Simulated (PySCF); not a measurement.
Vertical excitations of a molecule C2H4Cl2Si from TDA-PBE/def2-SVPD (PySCF), as energy in eV (oscillator strength): 5.54 (0.001), 5.70 (0.023), 5.98 (0.041), 6.14 (0.011), 6.53 (0.005), 6.78 (0.012), 6.95 (0.000), 7.10 (0.238), 7.26 (0.025), 7.44 (0.020). Lowest triplet (TDA): 4.27 eV. Geometry optimised at B3LYP-D3(BJ)/def2-SVP. The values are those of a single conformer.

Problem. Which molecule gave these data?
A. C=C(Cl)[SiH2]Cl
B. Cl/C=C\[SiH2]Cl
C. C=C[SiH](Cl)Cl
D. [SiH3]C=C(Cl)Cl

Solution. C, C=C[SiH](Cl)Cl
